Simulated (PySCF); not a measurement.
C4H4BNO, SMILES N#CC1=CCB1O.

Geometry optimised at PBE-D3(BJ)/def2-SVP. This is a generated structure with no PubChem entry under its InChIKey; it may be hypothetical. Other conformers were not sampled.

The numbers are results of PBE-D3(BJ)/def2-SVP run with PySCF, not measurements.

Harmonic, unscaled wavenumbers; measured fundamentals usually lie a few per cent lower.

### Question
List the normal modes with their intensities. (An estimate is asked for; the answer gives what the named calculation found.)

### Answer

```
mode  ν (cm⁻¹)  IR (km/mol)  moving atoms (share of kinetic energy)
----  --------  -----------  --------------------------------------
1           84          0.8           C 43 %, H 37 %, O 11 %, B 9 %
2          132          0.7                  N 42 %, O 30 %, C 21 %
3          172          0.4                  C 55 %, N 26 %, H 14 %
4          337          7.2          C 48 %, O 22 %, H 15 %, N 10 %
5          421          2.4                  H 32 %, C 30 %, B 28 %
6          515          2.8                  C 54 %, O 21 %, H 10 %
7          571         92.5                   H 59 %, C 26 %, O 9 %
8          578          6.1           C 58 %, N 16 %, B 15 %, H 8 %
9          612         11.5                   H 45 %, C 44 %, B 8 %
10         652          1.8           C 53 %, O 21 %, N 13 %, H 8 %
11         807         74.1                  H 45 %, C 26 %, B 25 %
12         824         37.0                  H 60 %, C 22 %, B 17 %
13         884          0.2                  H 61 %, C 28 %, B 11 %
14         937         30.3                          H 57 %, C 38 %
15        1058          6.2                          H 76 %, C 23 %
16        1066         85.2                  H 55 %, C 19 %, B 18 %
17        1118         30.8                          C 52 %, H 43 %
18        1166          3.7                          C 63 %, H 16 %
19        1226         13.3                  C 44 %, H 43 %, B 11 %
20        1361         16.7                          H 87 %, C 11 %
21        1467        348.9                  B 64 %, O 19 %, C 13 %
22        1589         29.5                                  C 85 %
23        2263         24.9                          C 64 %, N 36 %
24        2973         13.9                                  H 95 %
25        3018          6.8                           H 91 %, C 9 %
26        3069         12.4                           H 91 %, C 9 %
27        3729         91.7                                  H 94 %
```
